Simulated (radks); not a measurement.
Results of a calculation; reference values are marked as such.
Task: Species: Tl+. Configuration: [Hg] (the NIST ground configuration). Code: a radial shooting solver on a logarithmic mesh with Libxc functionals. Model: scalar-relativistic Kohn-Sham, LDA (Slater exchange, VWN5 correlation), spin-polarised, spherical densities, finite nucleus; Fermi nuclear charge, rms radius 5.4759 fm. Some entries of the table are withheld. Estimate them.

| orbital | occ. | eigenvalue (hartree) | r(max) (bohr) |
|---|---|---|---|
| 1s | 2 | -3142.819 | 0.01004 |
| 2s | 2 | -559.8992 | 0.05819 |
| 2p | 6 | -482.0010 | 0.04834 |
| 3s | 2 | (1) | 0.1641 |
| 3p | 6 | (2) | (3) |
| 3d | 10 | -88.06971 | 0.1334 |
| 4s | 2 | -30.05293 | 0.3691 |
| 4p | 6 | -22.69376 | (4) |
| 4d | 10 | -14.04920 | 0.3955 |
| 5s | 2 | (5) | 0.8070 |
| 4f | 14 | -4.47608 | 0.3574 |
| 5p | 6 | -3.07451 | 0.9034 |
| 5d | 10 | -0.84493 | 1.115 |
| 6s | 2 | -0.61295 | 2.045 |

Result: 
(1) 3s eigenvalue (hartree): -133.8398
(2) 3p eigenvalue (hartree): -111.4077
(3) 3p r(max) (bohr): 0.1639
(4) 4p r(max) (bohr): 0.3891
(5) 5s eigenvalue (hartree): -5.09280
